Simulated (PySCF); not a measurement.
## Which orbitals make which state

Species: C8H8O.
InChI=1S/C8H8O/c1-4-5-6-7(2)8(3)9/h1,7H,2-3H3/t7-/m0/s1

Computed, not measured: TDDFT PBE0/def2-SVPD, vertical, gas phase, core orbitals frozen in the response in PySCF. One conformer (not necessarily the lowest) at the GFN2-xTB geometry, without solvent, vibrations or thermal averaging. Torsions of this conformer, `[CH:1]#[C:2][C:3]#[C:4][C@H:5]([CH3:6])[C:7]([CH3:8])=[O:9]`: C4–C5–C7–C8 -56°.

Orbital energies (eV): HOMO-3 -10.04, HOMO-2 -8.12, HOMO-1 -7.46, HOMO -7.17, LUMO -1.11, LUMO+1 -0.77, LUMO+2 -0.36.

Computed singlets:

```csv
state,E (eV),f
S1,4.37,0.011
S2,4.68,0.0001
S3,4.86,0.0004
S4,4.95,0.0020
S5,5.86,0.0008
S6,5.93,0.0021
S7,6.16,0.0010
S8,6.34,0.318
```

Problem. Which orbital pair leads each of S1, S5 and S7, and how does its energy difference Δε compare with the excitation energy?

Solution. 

```csv
state,leading configuration,weight,Δε (eV),E (eV),E − Δε (eV),f,other configurations
S1,HOMO→LUMO,0.62,6.06,4.37,-1.69,0.011,"H-2→L (14%), H→L+2 (12%)"
S5,HOMO-1→LUMO+2,0.80,7.10,5.86,-1.24,0.0008,H-1→L (18%)
S7,HOMO-2→LUMO+1,0.84,7.35,6.16,-1.18,0.0010,H→L+1 (11%)
```

E − Δε runs from -1.69 to -1.18 eV. Among themselves, these states come in the order of their orbital differences.

H and L stand for HOMO and LUMO. The other states: S2 4.68 eV, f 0.0001, H-1→L (43%), H→L+1 (38%), H-1→L+2 (11%); S3 4.86 eV, f 0.0004, H→L+1 (50%), H-1→L (37%); S4 4.95 eV, f 0.0020, H-1→L+1 (43%), H→L+2 (26%), H-2→L (19%); S6 5.93 eV, f 0.0021, H-2→L (51%), H→L+2 (37%); S8 6.34 eV, f 0.318, H-2→L+2 (56%), H→L (17%), H-1→L+1 (12%).

Triplets, Tamm–Dancoff:

| state | E (eV) | λ (nm) | main configurations (H = HOMO, L = LUMO) |
| --- | --- | --- | --- |
| T1 | 3.68 | 336.8 | H→L (68%), H-1→L+1 (15%), H-2→L+2 (14%) |
| T2 | 3.90 | 317.5 | H-1→L+1 (38%), H→L+2 (25%), H-2→L (24%) |
| T3 | 4.16 | 297.7 | H→L+1 (37%), H-1→L (36%), H-1→L+2 (15%) |

Summed over the main configurations (up to three a state, each over 8%) of all 8 singlets, the electron leaves HOMO with weight 2.54, HOMO-1 with weight 2.44 and HOMO-2 with weight 2.23.
